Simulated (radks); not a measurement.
Values are calculated unless marked as measured or tabulated.
Spherical jellium clusters: N electrons in a uniform positive sphere of charge N and radius rs N^(1/3), rs = 2.63 bohr. Level of theory: non-relativistic Kohn-Sham, LDA (Slater exchange, Perdew-Wang correlation), spin-polarised, spherical densities (a radial shooting solver with Libxc functionals). Levels are named by radial order and angular momentum (1s, 1p, 1d, 2s, ...), and open shells are averaged over m.

N = 13, configuration 1s2 1p6 1d(up 5, down 0). This is the lowest configuration that the search found. Occupied and some empty levels:

level    occupation  eigenvalue (eV)  <r> (bohr)
1s up             1          -8.4679       3.925
1s down           1          -7.8721       3.763
1p up             3          -6.1836       4.853
1p down           3          -5.4007       4.818
1d up             5          -3.5524       5.697
2s up             0          -2.9191       5.583
1d down           0          -2.7458       5.810
2s down           0          -2.4625       5.804
1f up             0         -0.85588       6.917
2p up             0         -0.84898       8.421
2p down           0         -0.54717       9.280
1f down           0         -0.20298       7.630

Energy (eV): total -15.3068, kinetic 47.735, external -856.16, Hartree 412.53, exchange-correlation -65.603, background 446.19.
